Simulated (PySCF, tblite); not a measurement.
C₆H₁₂ClFO.
Structure used (GFN2-xTB), in Å, numbered top down from 1:
```xyz
21
C6H12ClFO angstrom
C      2.9284   -0.0915   -0.0651
C      1.5098   -0.2557   -0.5878
O      0.6329    0.0144    0.4962
C     -0.7615    0.0664    0.2565
C     -1.3894    0.1135    1.6528
C     -1.2944   -1.1766   -0.4769
F     -0.9576   -1.1778   -1.8087
C     -1.1005    1.3408   -0.5410
Cl    -2.8496    1.6165   -0.6443
H      3.0822    0.9270    0.2805
H      3.6411   -0.3145   -0.8539
H      3.0925   -0.7674    0.7692
H      1.3646   -1.2790   -0.9561
H      1.3336    0.4372   -1.4194
H     -0.9600    0.9453    2.2035
H     -1.1592   -0.8053    2.1843
H     -2.4655    0.2380    1.5914
H     -0.8758   -2.0867   -0.0373
H     -2.3862   -1.1995   -0.4311
H     -0.6565    2.2052   -0.0472
H     -0.7378    1.2665   -1.5661
```

The calculation used PBE0/pcSseg-1 in PySCF (dipole) on a GFN2-xTB geometry, gas phase.

Take the most abundant isotopes and a rigid rotor. The values belong to one conformer with, in the numbering `[CH3:1][CH2:2][O:3][C@:4]([CH3:5])([CH2:6][F:7])[CH2:8][Cl:9]`, C1–C2–O3–C4 174°, C2–O3–C4–C5 170°, O3–C4–C6–F7 -75°, O3–C4–C8–Cl9 -170°.

Question: Give the principal moments of inertia and the rotational constants in MHz.

Answer: Ia = 252.03, Ib = 627.93, Ic = 680.96 u·Å²; 505379 MHz·u·Å²/I gives A = 2005, B = 804.8, C = 742.2 MHz.

Question: Classify the top.

Answer: A near-prolate asymmetric top: κ = (2 × 804.8 − 2005 − 742.2)/(2005 − 742.2) = -0.90.

Question: Is it planar, by Δ = Ic − Ia − Ib?

Answer: Not planar: Δ = Ic − Ia − Ib = -199.00 u·Å². For a rigid frame Δ = −2 Σ m c², so Σ m c² = 99.50 u·Å² lies off the ab plane: 25.25 from hydrogen and 74.25 from heavier atoms. The atom farthest from that plane is 2.48 Å away.

Question: Where do the levels up to J = 2 lie, in K?

Answer: Above 0(0,0), as E/k:
J = 1: 1(0,1) 0.074, 1(1,1) 0.132, 1(1,0) 0.135
J = 2: 2(0,2) 0.223, 2(1,2) 0.277, 2(1,1) 0.286, 2(2,1) 0.459, 2(2,0) 0.459

Question: Which types of transition are allowed, and where do some lines up to J = 2 fall?

Answer: The dipole components are |μa| = 1.36 D, |μb| = 0.37 D, |μc| = 0.54 D. The squared components, which scale the intensities, stand as 1.00 : 0.07 : 0.16 (a : b : c). Some lines, for components of 0.1 D or more:

```csv
type,branch,"J(Ka,Kc)",MHz,lower level (cm⁻¹)
c,Q,"2(1,2) ← 2(0,2)",1140,0.155
c,Q,"1(1,1) ← 1(0,1)",1200,0.052
b,Q,"1(1,0) ← 1(0,1)",1263,0.052
b,Q,"2(1,1) ← 2(0,2)",1328,0.155
a,R,"1(0,1) ← 0(0,0)",1547,0.000
b,R,"2(0,2) ← 1(1,1)",1891,0.092
b,R,"1(1,1) ← 0(0,0)",2747,0.000
c,R,"1(1,0) ← 0(0,0)",2810,0.000
a,R,"2(1,2) ← 1(1,1)",3031,0.092
a,R,"2(0,2) ← 1(0,1)",3092,0.052
a,R,"2(1,1) ← 1(1,0)",3157,0.094
c,Q,"2(2,1) ← 2(1,1)",3601,0.199
b,Q,"2(2,0) ← 2(1,1)",3604,0.199
b,Q,"2(2,1) ← 2(1,2)",3789,0.193
b,R,"2(1,2) ← 1(0,1)",4232,0.052
c,R,"2(1,1) ← 1(0,1)",4420,0.052
b,R,"2(2,1) ← 1(1,0)",6758,0.094
c,R,"2(2,0) ← 1(1,0)",6760,0.094
c,R,"2(2,1) ← 1(1,1)",6821,0.092
b,R,"2(2,0) ← 1(1,1)",6823,0.092
```

Question: Estimate the classical rotational partition function at 50 K, 200 K and 500 K.

Answer: Point group C1, symmetry number σ = 1; q = (√π/σ)·√((kT/h)³/(ABC)), k/h = 20836.6 MHz/K: 54500 at 50 K, 436000 at 200 K, 1720000 at 500 K.

Its GFN2-xTB frequencies are all real (lowest 37 cm⁻¹). Constants of a rigid frame at the computed geometry: no zero-point averaging, no centrifugal distortion. A rigid rotor knows nothing of internal rotation, which can split or shift real lines. Quadrupole hyperfine structure (35Cl) is left out.
